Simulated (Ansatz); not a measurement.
In₅P₄H₁₆⁻, a cluster cut from zinc blende InP (hydrogen-capped). Charge -1, multiplicity 1. Geometry PBE-D4/def2-SVP; atoms count from 1.

```xyz
25

In    0.2088    2.9544   -1.3193
In    1.3145   -0.9804   -2.7962
In    2.4658    0.1882    1.3453
In   -1.7545    0.9489    2.5552
In   -0.6474   -2.9863    1.0825
P     1.7856    0.9092   -1.0840
P    -1.7954    1.9212    0.0839
P    -0.6598   -2.1110   -1.4253
P     0.1528   -0.7590    2.1427
H    -0.3889    3.1378   -2.9569
H     0.7664    4.3108   -0.3630
H     0.5911   -0.3663   -4.2699
H     2.5920   -2.1776   -2.8019
H     2.8160    1.6379    2.2717
H     3.5961   -1.1499    1.2255
H    -1.2149    2.2863    3.5477
H    -3.3025    0.1621    2.7945
H     0.6104   -4.2034    1.1197
H    -2.3167   -3.3434    1.4809
H     3.0130    1.4470   -1.5995
H    -2.8875    2.8501    0.0112
H    -2.4007    0.9168   -0.7401
H    -1.1896   -3.1677   -2.2403
H    -1.7957   -1.2453   -1.5494
H     0.4412   -1.1805    3.4847
```

In the def2 sets In takes a core potential; there is no spin–orbit coupling. Single mean-field runs in def2-TZVP are fitted with def2-universal-jkfit.

(1) Estimate the Mulliken populations from the PBE0/def2-TZVP orbitals of Ansatz.

(2) And the Mayer bond orders between heavy atoms (over 0.3)?

Answers

(1) 
```tsv
atom	charge (e)
In1	0.44
In2	0.44
In3	0.45
In4	0.44
In5	0.44
P6	-0.68
P7	-0.46
P8	-0.46
P9	-0.68
H10	-0.14
H11	-0.14
H12	-0.14
H13	-0.14
H14	-0.14
H15	-0.14
H16	-0.14
H17	-0.14
H18	-0.14
H19	-0.14
H20	0.07
H21	0.08
H22	0.09
H23	0.08
H24	0.09
H25	0.07
```
Mulliken values depend strongly on the basis.

(2) In1–P6 0.68 (2.59 Å); In1–P7 0.56 (2.66 Å); In2–P6 0.68 (2.59 Å); In2–P8 0.56 (2.66 Å); In3–P6 0.61 (2.62 Å); In3–P9 0.61 (2.62 Å); In4–P7 0.56 (2.66 Å); In4–P9 0.68 (2.59 Å); In5–P8 0.56 (2.66 Å); In5–P9 0.68 (2.59 Å).
